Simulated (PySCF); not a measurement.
# Germanium: a sound run and one with changed settings

Sound run: Ge⁺ [Ar] 3d10 4s2 4p1, Ge²⁺ [Ar] 3d10 4s2. All numbers are calculated (PySCF 2.14, scalar relativity by spin-free X2C-1e, in aug-cc-pVDZ-DK (6s5p3d, 36 functions)). In the sound run the correlated levels freeze [Ar] 3d10. The sound run starts from symmetry-adapted Hartree-Fock orbitals and uses a fine grid where one is needed.

A second run was set up differently.

```
species  method  sound run (hartree)  changed run (hartree)  converged
    Ge⁺     MP2          -2096.71839            -2096.74554        yes
   Ge²⁺     MP2          -2096.15317            -2096.17831        yes
```

Ionisation energy of Ge⁺:

| method | sound run (eV) | changed run (eV) |
| --- | --- | --- |
| UHF | 15.231 | 15.231 |
| MP2 | 15.380 | 15.435 |
| SCS-MP2 | 15.360 | 15.393 |

Q: What was changed?
A. all electrons correlated in a valence basis
B. minimal basis
C. basis contracted for another Hamiltonian
D. level shift left on

A: A. A valence basis has no tight correlating functions, so it recovers only part of the core correlation, and not evenly between atom and ion.
